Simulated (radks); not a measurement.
Pb2+, 80 electrons, occupied as [Hg]. Method: non-relativistic Kohn-Sham, r2SCAN, spin-polarised, spherical densities, point nucleus; meta-GGA in the generalised Kohn-Sham scheme; relativity is left out, which matters for an element this heavy; computed with a radial shooting solver on a logarithmic mesh with Libxc functionals.

Radial electron density D(r) = 4 pi r^2 rho(r):

r (bohr),D(r) (e/bohr)
0.00174,11.33
0.002358,18.81
0.00317,29.77
0.004262,45.02
0.005776,64.65
0.007765,84.82
0.01052,100.8
0.01415,105.8
0.01918,100.4
0.02578,97.75
0.03494,114.2
0.04698,141.6
0.06367,146.3
0.0856,126.7
0.116,130.1
0.156,138.8
0.2097,101.0
0.2842,85.13
0.3821,96.28
0.5178,58.97
0.6962,28.30
0.9436,23.61
1.269,14.91
1.719,5.837
2.312,2.116
3.133,0.6485
4.212,0.1073
5.708,0.005585

D(r) has 4 maxima, at r = 0.0138, 0.0569, 0.145, 0.364 bohr, and minima at 0.0238, 0.0965, 0.262 bohr, inside which lie 1.92, 11.43, 30.58 electrons.
